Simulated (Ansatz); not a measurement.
Species: Br₂, charge 0, singlet. Br2 (molecular bromine, SMILES BrBr).
B3LYP-D3(BJ)/def2-TZVP minimum from Ansatz (a first-principles code):
```xyz
2

Br     0.0000     0.0000    -1.1579
Br     0.0000     0.0000     1.1579
```
Charge 0, spin multiplicity 1.

Total energies in hartree (Ansatz). UHF or UKS for unpaired electrons; spin-orbit terms are left out. Cores are frozen in correlated methods (noble-gas shells, and filled d and f shells in the p block). No relativity. Spin-orbit terms, left out, reach several kcal/mol for Br and I, and more for heavier atoms.

```tsv
species	HF/cc-pVTZ	CCSD(T)/cc-pVTZ	HF/cc-pVQZ	CCSD(T)/cc-pVQZ	CCSDT(Q)/cc-pVQZ
1: Br2 (molecular bromine, SMILES BrBr)	-5144.91462	-5145.27918	-5144.92097	-5145.32311	-5145.32494
2: Br (doublet)	-2572.44509	-2572.60263	-2572.44802	-2572.62195	-2572.62273
```

**Question.** Work out the atomisation energy (electronic, to ground-state atoms) in kcal/mol: take Hartree-Fock from cc-pVQZ, extrapolate the CCSD(T) correlation energy as X^-3 (X = 3, 4), and add CCSDT(Q) - CCSD(T) in cc-pVQZ. 1 hartree = 627.51 kcal/mol.

**Answer.** 
Species 1: correlation (64·(-0.40214) - 27·(-0.36456))/37 = -0.42956; step -0.00183; E1 = -5144.92097 + (-0.42956) + (-0.00183) = -5145.35236
Species 2: correlation (64·(-0.17393) - 27·(-0.15754))/37 = -0.18589; step -0.00078; E2 = -2572.44802 + (-0.18589) + (-0.00078) = -2572.63469
-1·E1 +2·E2 = 0.08298 hartree = 52.1 kcal/mol.
